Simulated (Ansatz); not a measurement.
CH6GeS2 (`[CH3][GeH2][S]S`) from Hartree–Fock to CCSD(T)

```
atom   x (Å)   y (Å)   z (Å)
  C1  -0.855  -0.265   1.010
 Ge2  -0.363  -0.632  -0.836
  S3   1.814  -0.193  -1.146
  S4   1.827   1.819  -0.709
  H5  -1.919  -0.459   1.158
  H6  -0.279  -0.899   1.684
  H7  -0.654   0.781   1.240
  H8  -1.166   0.237  -1.818
  H9  -0.505  -2.125  -1.190
 H10   2.100   1.736   0.607
```

Charge 0, multiplicity 1. Correlated methods include outer-core shells of Ge, which these sets cover unevenly. Scalar relativity is left out up to krypton. The structure was optimised at the PBE0-D4/def2-TZVP level. It is one conformer, not always the lowest. Frozen core, restricted reference, Ansatz.

```json
{"basis": "def2-SVP", "HF (Eh)": "-2911.26666", "MP2 corr.": "-0.63837"}
{"basis": "def2-TZVPP", "HF (Eh)": "-2911.85859", "MP2 corr.": "-0.79362"}
{"basis": "def2-QZVPP", "HF (Eh)": "-2911.92511", "MP2 corr.": "-1.10111"}
```

Estimate the CCSD correlation energy and the (T) correction in each basis where they were run (hartree).


```
     basis  CCSD corr.       (T)
  def2-SVP    -0.68872  -0.02055
def2-TZVPP    -0.84530  -0.03643
```
